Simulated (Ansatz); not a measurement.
```yaml
crystal:
  periodic: [false, false, false]
  atoms:
    - {symbol: As, position_ang: [1.066547, -0.112083, 0.405428]}
    - {symbol: As, position_ang: [-0.967895, 0.238955, 1.543185]}
    - {symbol: As, position_ang: [-0.124381, 1.173180, -1.196881]}
    - {symbol: As, position_ang: [-0.271150, -1.428761, -0.563825]}
basis:
  gaussian: {orbitals: STO-3G}
hamiltonian: {xc: {name: HF}}
accuracy: high
scf: {omitted_lower_state_checks: [starts]}
output: {forces: true}
```

```sh
$ ansatz run in.yaml --threads 4 --pin off --events-out ev --progress --plain --max-ram 3916MiB
```

It prints (some lines left out):

```
Functional definition: HF
1064 factors; integrals over basis functions are off by at most 3.7e-8 eV
mean field evaluation 1: about -240469.3606 eV, gradient 7.4e0 eV
mean field evaluation 2: about -240469.4607 eV, gradient 7.5e0 eV
mean field evaluation 4: about -240469.7502 eV, gradient 1.4e0 eV
mean field evaluation 8: about -240469.7648 eV, gradient 8.7e-3 eV
mean field -240469.76480557 eV, -8837.1008603440 hartree, gradient 5.2e-8 eV, S^2 0.000000; 0 other end points of the search recorded, 0 dependent functions left out
reference -240469.76480557 eV, -8837.1008603440 hartree; 66, 66 occupied and 6, 6 virtual orbitals, 1064 factors
Total energy: -240469.76480557 eV, -8837.1008603440 hartree
Atom 0 at     1.066547    -0.112083     0.405428 Å, force     5.822787     3.555195     3.136491 eV/Å
Atom 1 at    -0.967895     0.238955     1.543185 Å, force     1.106234    -0.838102    -6.236767 eV/Å
Atom 2 at    -0.124381     1.173180    -1.196881 Å, force    -1.845147    -4.286064     4.098756 eV/Å
Atom 3 at    -0.271150    -1.428761    -0.563825 Å, force    -5.083874     1.568971    -0.998480 eV/Å
Dipole moment:    -0.003194     0.017749     0.010460 e Å
Checks for a lower state left out: starts
```

Run time 1.7 s (4 threads of Arm Neoverse V2 on a shared host).
